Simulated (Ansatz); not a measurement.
Input for Ansatz (a first-principles code): R-wB97X-V/def2-TZVPP on CH4 (SMILES C).

Ansatz 0.2 input:
```yaml
crystal:
  periodic: [false, false, false]
  atoms:
    - {symbol: C, position_ang: [0.00000000, 0.00000000, -0.00000000]}
    - {symbol: H, position_ang: [0.62892441, 0.62892441, 0.62892441]}
    - {symbol: H, position_ang: [-0.62892441, -0.62892441, 0.62892441]}
    - {symbol: H, position_ang: [0.62892442, -0.62892442, -0.62892441]}
    - {symbol: H, position_ang: [-0.62892442, 0.62892442, -0.62892441]}
basis:
  gaussian:
    orbitals: def2-TZVPP
hamiltonian:
  xc: {name: wB97X-V}
scf: {lower_state_search: off}
```

It printed:

```
WARN ansatz: RAYON_NUM_THREADS=4 ignored (pool sized by the plan → 4); use --threads N
Functional definition: wB97X-V
these checks for a lower state are left out or cut short: stability, starts, cluster_reference, orbital_swaps, neighbouring_geometries, increment
integrals: 0.02 GiB planned
416 factors; their error is unknown
integrals: 0.05 GiB planned
123 factors; integrals over basis functions are off by at most 1.3e-5 eV
mean field: 0.23 GiB planned
mean field evaluation 1: about -1100.5090 eV, gradient 3.1e1 eV
mean field evaluation 2: about -1101.6080 eV, gradient 2.0e1 eV
mean field evaluation 4: about -1102.5114 eV, gradient 1.2e-1 eV
mean field evaluation 8: about -1102.5099 eV, gradient 3.2e-2 eV
mean field evaluation 16: about -1102.5099 eV, gradient 3.9e-7 eV
mean field -1102.50988677 eV, -40.5164910307 hartree, gradient 3.9e-7 eV, S^2 0.000000; 0 other end points of the search recorded, 0 dependent functions left out
reference -1102.50988542 eV, -40.5164909813 hartree; 5, 5 occupied and 82, 82 virtual orbitals, 416 factors
Total energy: -1102.50988542 eV, -40.5164909813 hartree
Checks for a lower state left out: stability, starts, cluster_reference, orbital_swaps, neighbouring_geometries, increment
```

Self-consistency was reached.

Cost: about 1.3 core-seconds (a rough figure).
